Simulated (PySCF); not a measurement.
H$_{12}$Si$_{5}$, charge +1, doublet, geometry from GFN2-xTB (a state made from the parent by changing its charge; the spin is typed, not shown lowest). Base run: DF-SVWN5/def2-SV(P) (PySCF).

PySCF was given this input:
```python
from pyscf import gto, scf, dft

mol = gto.M(
    atom='''
Si   -0.253109   -2.107674   -1.161540
Si   -0.004939    0.006049   -0.006499
Si   -0.371984    2.100805   -1.158123
Si   -1.706418   -0.055811    1.711927
Si    2.335020    0.058136    0.611323
H    -1.619928   -2.101886   -1.676910
H    -0.014118   -3.248648   -0.286473
H     0.705800   -2.064264   -2.262620
H    -0.177093    3.253908   -0.287848
H    -1.743093    2.031867   -1.657864
H     0.573391    2.104009   -2.271990
H    -3.057723   -0.043711    1.166095
H    -1.446271   -1.274961    2.473624
H    -1.449955    1.121676    2.537808
H     2.532395   -1.124411    1.446085
H     3.221712    0.052130   -0.545276
H     2.494895    1.273222    1.406134
''',
    basis='def2-sv(p)',
    charge=1,
    spin=1,
    verbose=4,
)

mf = dft.UKS(mol)
mf.xc = 'lda,vwn'
mf = mf.density_fit(auxbasis='def2-universal-jkfit')
mf.kernel()
```

Variants of this job, named by their change:

| change | ΔE vs base (µEh) | grid points | electrons on the grid |
|---|---|---|---|
| base | 0.0 | 213600 | 81.00003 |
| grids.level = 7 | 2.1 | 1036728 | 81.00000 |
| grids.radi_method = delley | 1.1 | 227448 | 81.00003 |
| grids.atom_grid = (150, 974) | 2.1 | 1373944 | 81.00000 |
| grids.atom_grid = (75, 302) | -2.5 | 247392 | 81.00008 |
| grids.prune = off | 1.2 | 354800 | 81.00001 |
| small_rho_cutoff = 0 | 0.0 | 213600 | 81.00003 |
| grids.prune = dft.gen_grid.sg1_prune | -125 | 83640 | 81.00054 |
| grids.radi_method = mura_knowles | 0.5 | 201944 | 81.00002 |
| grids.becke_scheme = stratmann | 1.4 | 213600 | 81.00003 |
| grids.radi_method = gauss_chebyshev | 0.4 | 208104 | 81.00002 |

Open shells are given as the SCF converged; they aren't shown to be the lowest states, and a large step between rows can be another state.
